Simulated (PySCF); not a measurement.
Isomers of C3H2F6. Computed with PBE0-D3(BJ)/def2-SVP geometry optimisation, gas phase in PySCF. One conformer each; no zero-point energy, no entropy. No frequencies were run at this level. Point groups hold within 0.08 Å.

Task: Rank from lowest to highest electronic energy at this level (kcal/mol).
A. `[F:1][CH2:2][C:3]([F:4])([F:5])[C:6]([F:7])([F:8])[F:9]` with F1–C2–C3–F4 177°
B. CF3CH2CF3 (`FC(F)(F)CC(F)(F)F`)

Result: B (0.0), A (22.5).

| SMILES | E (Eh) | E rel (kcal/mol) | dipole (D) | point group | A, B, C (MHz) |
| --- | --- | --- | --- | --- | --- |
| FC(F)(F)CC(F)(F)F | -713.38078 | 0.0 | 1.91 | – | 2934, 1071, 1055 |
| FCC(F)(F)C(F)(F)F | -713.34496 | 22.5 | 1.87 | C1 | 2065, 1557, 1315 |

Task: How do the relative energies change in single points at PBE0/pcSseg-1 (no added dispersion term) on the same geometries?

Result: 
```
           SMILES  PBE0-D3(BJ)/def2-SVP (kcal/mol)  PBE0/pcSseg-1 (kcal/mol)  shift
FC(F)(F)CC(F)(F)F                              0.0                       0.0    0.0
FCC(F)(F)C(F)(F)F                             22.5                      21.0   -1.5
```

Each column counts from its own lowest isomer. The order is unchanged; the largest shift is 1.5 kcal/mol.
